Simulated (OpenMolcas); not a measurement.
**Multiconfigurational calculation on Cr3+**

Cr3+ among 3 point charges of -2 e arranged as a planar triangle (D3h), 1.99 Å from the ion.

Input:

```
&GATEWAY
Coord
1

Cr 0.0 0.0 0.0
Basis=ANO-RCC-VTZP
Group=NoSym
NoMove
AngMom=0.0 0.0 0.0
AMFI
XField
3 Angstrom 0
1.990000 0.000000 0.000000 -2.000000
-0.995000 1.723391 0.000000 -2.000000
-0.995000 -1.723391 0.000000 -2.000000
&SEWARD
* reference wave functions (RASSCF and RASSI steps not shown): 3 electrons in 5 orbitals (3d)
>>> COPY JOB001 $Project.JobIph
&CASPT2
Multistate=10 1 2 3 4 5 6 7 8 9 10
NoMult
Frozen=5
IPEA=0.25
Imaginary=0.1
MaxIter=60
WThr=0.0 0.3 0.05
PrWF=0.5
NoMix
>>> COPY JOB002 $Project.JobIph
&CASPT2
Multistate=40 1 2 3 4 5 6 7 8 9 10 11 12 13 14 15 16 17 18 19 20 21 22
23 24 25 26 27 28 29 30 31 32 33 34 35 36 37 38 39 40
NoMult
Frozen=5
IPEA=0.25
Imaginary=0.1
MaxIter=60
WThr=0.0 0.3 0.05
PrWF=0.5
NoMix
```

Launched by
```bash
OMP_NUM_THREADS=1 MOLCAS_MEM=1689 MOLCAS_PROJECT=a pymolcas a.inp > a.log  # once for each step of the input, in one work folder
```

Output, cut to the results:

```
--- CASPT2 ---
Orbital specifications:
      -----------------------

      Symmetry species                           1
                                                 a
      Frozen orbitals                            5
      Inactive orbitals                          4
      Active orbitals                            5
      Secondary orbitals                        45
      Deleted orbitals                           0
      Number of basis functions                 59
Type of calculation                        SS-CASPT2
      Fock operator                              state-specific
      IPEA shift                                 0.25
      Real shift                                 0.00
      Imaginary shift                            0.10
      The input orbitals will be transformed to quasi-canonical
Reference energy:       -1052.5809820648
      E2 (Non-variational):      -0.3390345741
      Shift correction:          -0.0000869282
      E2 (Variational):          -0.3391215023
      Total energy:           -1052.9201035671
      Residual norm:              0.0000000846
      Reference weight:           0.95532
      Contributions to the CASPT2 correlation energy
      Active & Virtual Only:         -0.0212934993
      One Inactive Excited:          -0.1546229667
      Two Inactive Excited:          -0.1631181081
Reference energy:       -1052.5809737415
      E2 (Non-variational):      -0.3390460460
      Shift correction:          -0.0000880892
      E2 (Variational):          -0.3391341352
      Total energy:           -1052.9201078767
      Residual norm:              0.0000000841
      Reference weight:           0.95527
      Contributions to the CASPT2 correlation energy
      Active & Virtual Only:         -0.0213267711
      One Inactive Excited:          -0.1546007806
      Two Inactive Excited:          -0.1631184944
::    CASPT2 Root  1     Total energy:  -1052.92010357
::    CASPT2 Root  2     Total energy:  -1052.92010788
::    CASPT2 Root  3     Total energy:  -1052.91668811
::    CASPT2 Root  4     Total energy:  -1052.90576009
::    CASPT2 Root  5     Total energy:  -1052.90654233
::    CASPT2 Root  6     Total energy:  -1052.90760117
::    CASPT2 Root  7     Total energy:  -1052.90760122
::    CASPT2 Root  8     Total energy:  -1052.85543484
::    CASPT2 Root  9     Total energy:  -1052.81936966
::    CASPT2 Root 10     Total energy:  -1052.81936940
--- CASPT2 ---
Orbital specifications:
      -----------------------

      Symmetry species                           1
                                                 a
      Frozen orbitals                            5
      Inactive orbitals                          4
      Active orbitals                            5
      Secondary orbitals                        45
      Deleted orbitals                           0
      Number of basis functions                 59
Type of calculation                        SS-CASPT2
      Fock operator                              state-specific
      IPEA shift                                 0.25
      Real shift                                 0.00
      Imaginary shift                            0.10
      The input orbitals will be transformed to quasi-canonical
Reference energy:       -1052.5011780894
      E2 (Non-variational):      -0.3528699985
      Shift correction:          -0.0001526357
      E2 (Variational):          -0.3530226342
      Total energy:           -1052.8542007236
      Residual norm:              0.0000001869
      Reference weight:           0.95024
      Contributions to the CASPT2 correlation energy
      Active & Virtual Only:         -0.0302140104
      One Inactive Excited:          -0.1563887843
      Two Inactive Excited:          -0.1662672039
Reference energy:       -1052.5011780889
      E2 (Non-variational):      -0.3528697282
      Shift correction:          -0.0001526240
      E2 (Variational):          -0.3530223522
      Total energy:           -1052.8542004411
      Residual norm:              0.0000001870
      Reference weight:           0.95024
      Contributions to the CASPT2 correlation energy
      Active & Virtual Only:         -0.0302129517
      One Inactive Excited:          -0.1563895999
      Two Inactive Excited:          -0.1662671766
::    CASPT2 Root  1     Total energy:  -1052.85420072
::    CASPT2 Root  2     Total energy:  -1052.85420044
::    CASPT2 Root  3     Total energy:  -1052.85318211
::    CASPT2 Root  4     Total energy:  -1052.84748471
::    CASPT2 Root  5     Total energy:  -1052.84746664
::    CASPT2 Root  6     Total energy:  -1052.84470231
::    CASPT2 Root  7     Total energy:  -1052.84410536
::    CASPT2 Root  8     Total energy:  -1052.84404966
::    CASPT2 Root  9     Total energy:  -1052.84076026
::    CASPT2 Root 10     Total energy:  -1052.84076029
::    CASPT2 Root 11     Total energy:  -1052.83723468
::    CASPT2 Root 12     Total energy:  -1052.83699895
::    CASPT2 Root 13     Total energy:  -1052.83390052
::    CASPT2 Root 14     Total energy:  -1052.83391058
::    CASPT2 Root 15     Total energy:  -1052.83722385
::    CASPT2 Root 16     Total energy:  -1052.83722546
::    CASPT2 Root 17     Total energy:  -1052.82501826
::    CASPT2 Root 18     Total energy:  -1052.82493587
::    CASPT2 Root 19     Total energy:  -1052.81406945
::    CASPT2 Root 20     Total energy:  -1052.81405849
::    CASPT2 Root 21     Total energy:  -1052.81291745
::    CASPT2 Root 22     Total energy:  -1052.80560442
::    CASPT2 Root 23     Total energy:  -1052.80560174
::    CASPT2 Root 24     Total energy:  -1052.78927407
::    CASPT2 Root 25     Total energy:  -1052.78905402
::    CASPT2 Root 26     Total energy:  -1052.80096371
::    CASPT2 Root 27     Total energy:  -1052.77513642
::    CASPT2 Root 28     Total energy:  -1052.77513618
::    CASPT2 Root 29     Total energy:  -1052.74971257
::    CASPT2 Root 30     Total energy:  -1052.74956872
```

Spin-orbit levels above the lowest (labels of D3, the rotations of D3h), with the averaged single-state CASPT2 energies on the diagonal:

```
E (cm-1)  Degeneracy  Label  2S+1                g
       0           2   E3/2     4   0.00 0.00 0.01
     290           2   E1/2     4   0.01 0.01 4.00
     580           2   E1/2     4   0.01 0.01 8.00
     880           2   E3/2     4  0.00 0.00 12.00
    1120           2   E1/2     4   1.99 3.08 3.08
    1160           2   E3/2     4   0.00 0.00 5.97
    2950           2   E1/2     4   0.25 0.25 0.70
    3050           2   E3/2     4   0.00 0.00 3.28
    3080           2   E1/2     4   0.20 0.20 3.75
    3200           2   E1/2     4   0.00 0.00 7.49
    3450           2   E1/2     4   0.85 0.85 1.05
    3640           2   E3/2     4   0.00 0.00 2.73
    3760           2   E1/2     4   0.00 0.00 6.49
    3810           2   E1/2     4   0.00 0.00 9.99
   14610           2   E3/2     4   0.00 0.00 5.99
   14620           2   E1/2     4   2.00 3.91 3.91
   14750           2   E1/2     2   0.15 1.74 1.74
   14980           2   E3/2     2   0.00 0.00 3.95
   15130           2   E1/2     2   1.85 3.77 3.77
   16170           2   E3/2     2   0.00 0.00 2.06
```

Roots that are degenerate in the reference are averaged as groups; the widest CASPT2 spread within a group is 170 cm-1 (the 2-fold group of multiplicity 4 near 3060 cm-1 above the lowest state of its run). Shifts and gaps below about the spread of the groups concerned are not significant. Spin-orbit coupling mixes the spin-free states strongly: the lowest level takes only 50 % from its leading state, 4A2. The ground term spreads over less than 5000 cm-1, several times less than with real ligands, so orbital moments are less quenched and χT lies further from the spin-only value than at real sites. Free-ion shares, where given, are those of the reference states; single-state CASPT2 does not remix them. Point charges carry no covalency, so the field is a model and not that of real ligands. No measured value stands beside these numbers.

The CASPT2 steps took 13 s on 1 thread of Arm Neoverse V1, on a shared host; the integral step is not counted.
